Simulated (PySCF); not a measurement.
# Computed properties of CH7FOSi2, SMILES O[SiH2][SiH2]CF

CH₇FOSi₂, SMILES O[SiH2][SiH2]CF. The structure is a stationary point at r2SCAN-D4/def2-SVP. This is a generated structure with no PubChem entry under its InChIKey; it may be hypothetical. Other conformers were not sampled. All values are computed for the isolated molecule unless a solvent is named; none is compared with measurement here.

**Structure.** All 30 harmonic modes at r2SCAN-D4/def2-SVP (PySCF) are real, so it is a minimum. With heavy atoms numbered as in [OH:1][SiH2:2][SiH2:3][CH2:4][F:5], the shortest bond between them is C4–F5 at 1.390 Å and the longest Si2–Si3 at 2.344 Å.

**Vibrations.** The strongest infrared lines (harmonic, unscaled, degenerate partners summed) lie at 755 cm⁻¹ (261 km/mol, H 85 %, Si 9 %), 779 cm⁻¹ (148 km/mol, H 85 %), 2184 cm⁻¹ (131 km/mol, H 97 %). The softest mode is at 39 cm⁻¹ and the zero-point energy is 48.7 kcal/mol.

**Electronic structure.** CAM-B3LYP/def2-TZVP (PySCF) places the frontier levels at -9.38 and 0.33 eV, a gap of 9.71 eV, and gives a dipole moment of 3.09 D and a mean polarisability of 70.9 bohr³. PBE/def2-TZVP (PySCF) at the same geometry gives -6.75 and -1.50 eV, so its gap is 4.46 eV narrower. An orbital gap is neither the optical nor the fundamental gap.

**Excitations.** TDA-M06-2X/def2-SVPD (PySCF) has S1 at 6.36 eV (195 nm, f = 0.033, weak); the most intense of the 10 singlets computed lies at 8.12 eV (f = 0.19). T1 (TDA) is at 5.81 eV, 0.55 eV under S1. TDA-PBE/def2-SVPD (PySCF) puts S1 at 5.53 eV. No vertical singlet excitation falls in the visible range (under 3.1 eV).

**NMR.** GIAO shifts at HF/pcSseg-1 (PySCF) (non-relativistic, atoms alike by connectivity averaged): ¹³C at 69.5 ppm against TMS; ¹H from 1.3 to 5.0 ppm against TMS; ²⁹Si from -62.0 to -25.1 ppm against TMS; ¹⁹F at -250.8 ppm against CFCl3.

**Solvation.** SMD-PBE0/def2-SVP (PySCF) gives -2.7 kcal/mol in water, -4.0 kcal/mol in N,N-dimethylformamide, -6.2 kcal/mol in methanol (1 M in both phases, gas-phase geometry); of these solvents methanol holds the molecule best.
